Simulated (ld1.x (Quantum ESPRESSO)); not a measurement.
carbon (C), TM: configuration errors across variants

```
Element                 : C (Z = 6)
Generator               : ld1.x (Quantum ESPRESSO) 7.5
Type                    : norm-conserving Troullier–Martins (Kleinman–Bylander form)
Functional              : PBE
Relativity              : scalar-relativistic
Frozen core             : [He]
Valence charge          : 4
Reference configuration : 2s1 2p3
Partial waves           : 2s (bound): rc 1.30 bohr; 3d channel at 0.1 Ry: rc 1.90 bohr; 2p (bound): rc 2.05 bohr
Local potential         : the p channel
Core correction         : none
```

All-electron excitation energies from the reference (eV): (1) 2s2 2p2 -8.478; (2) 2s2 2p1 2.384; (3) 2s2 2p0 26.540; (4) 2s2 2p1.5 -4.515; (5) 2s1 2p0 74.734; (6) 2s0 2p4 8.497; (7) 2s2 2p2.3 -9.636.

2 further variants failed, have other tests or another functional or relativity, and are left out.

Errors AE − PS in meV (a dash: test not solved or not reliable):

```tsv
change	(1)	(2)	(3)	(4)	(5)	(6)	(7)	bound ghosts
base	+2.7	+81	+468	+26	+923	-3.2	-5.0	none
type RRKJ; local potential the s channel	+0.3	+104	+582	+30	+1136	-5.8	-7.2	none
all radii scaled by about 0.94 (s 1.22, p 1.94, d 1.80 bohr)	+1.9	+65	+393	+21	+793	-2.0	-4.1	none
wave 2p (bound): rc 2.05 bohr becomes 2p (bound): rc 3.14 bohr	-30	+322	+1784	+78	+3444	-33	-68	none
wave 3d channel at 0.1 Ry: rc 1.90 bohr becomes 3d channel at -0.12 Ry: rc 1.90 bohr	+2.7	+81	+468	+26	+923	-3.2	-5.0	none
```

Problem. Give the same row for: wave 2s (bound): rc 1.30 bohr becomes 2s (bound): rc 1.76 bohr.

Solution. +19, +133, +613, +55, +1034, +13, +7.6; bound ghosts: none.
